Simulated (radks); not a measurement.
Polarisability of neutral antimony, [Kr] 4d10 5s2 5p3, at imaginary frequency. All-electron calculation, scalar-relativistic Kohn-Sham, LDA (Slater exchange, Perdew-Wang correlation), spin-polarised, spherical densities, finite nucleus; open shells are filled with parallel spins first (spin-orbit coupling, left out, can overturn this in heavy ions); Fermi nuclear charge, rms radius 4.6802 fm. Program: a radial shooting solver on a logarithmic mesh with Libxc functionals. Response by self-consistent Sternheimer equations with the Hartree and adiabatic LDA kernel, the relativistic mass of each level held fixed and spin-orbit coupling left out.

| w (hartree) | alpha1(iw) (bohr^3) |
|---|---|
| 0.00266 | 47.30 |
| 0.0143 | 47.17 |
| 0.0360 | 46.44 |
| 0.0697 | 44.29 |
| 0.118 | 39.83 |
| 0.186 | 33.00 |
| 0.280 | 24.91 |
| 0.413 | 17.20 |
| 0.605 | 11.02 |
| 0.892 | 6.672 |
| 1.35 | 3.877 |
| 2.12 | 2.129 |
| 3.59 | 1.019 |
| 6.94 | 0.3639 |
| 17.5 | 0.07842 |

Static values: alpha1 = 47.31 bohr^3 (7.010 angstrom^3; uncoupled 72.06). C6 = 519.0, triple-dipole C9 = 17340 atomic units. One-pole (London) frequency 4 C6 / (3 alpha1^2) = 0.309 hartree, against 0.203 for minus the highest occupied eigenvalue. Recommended static value: 43 bohr^3 (Schwerdtfeger and Nagle, 2023 table).
